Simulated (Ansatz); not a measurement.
System: sum formula SiOBr, net charge -1, singlet state. 
Geometry from a B3LYP-D3(BJ)/def2-TZVP (Ansatz, a first-principles code) optimisation:
```
Si
O 1 1.5399
Br 1 2.6357 2 109.89
```
Charge -1, spin multiplicity 1.

Basis-set convergence of Hartree-Fock and MP2 correlation energies (hartree) with Ansatz. Valence correlation only, unless marked. Spin-orbit coupling is left out. The frozen core is the preceding noble-gas configuration, with the filled d and f shells of earlier blocks. Non-relativistic.

```json
[
 {"basis": "def2-SVPD", "functions": "88", "E(HF)": "-2935.85342", "E(corr, MP2)": "-0.42341"},
 {"basis": "def2-TZVPPD", "functions": "145", "E(HF)": "-2936.36094", "E(corr, MP2)": "-0.51787"},
 {"basis": "def2-QZVPPD", "functions": "240", "E(HF)": "-2936.42137", "E(corr, MP2)": "-0.56202"}
]
```

Extrapolating the two largest sets (X = 3 and 4) as X^-3: E(corr) = (64·(-0.56202) - 27·(-0.51787))/37 = -0.5942 Eh, an estimate of the basis-set limit. The largest set recovers 94.6 % of it, the smallest 71.3 %.
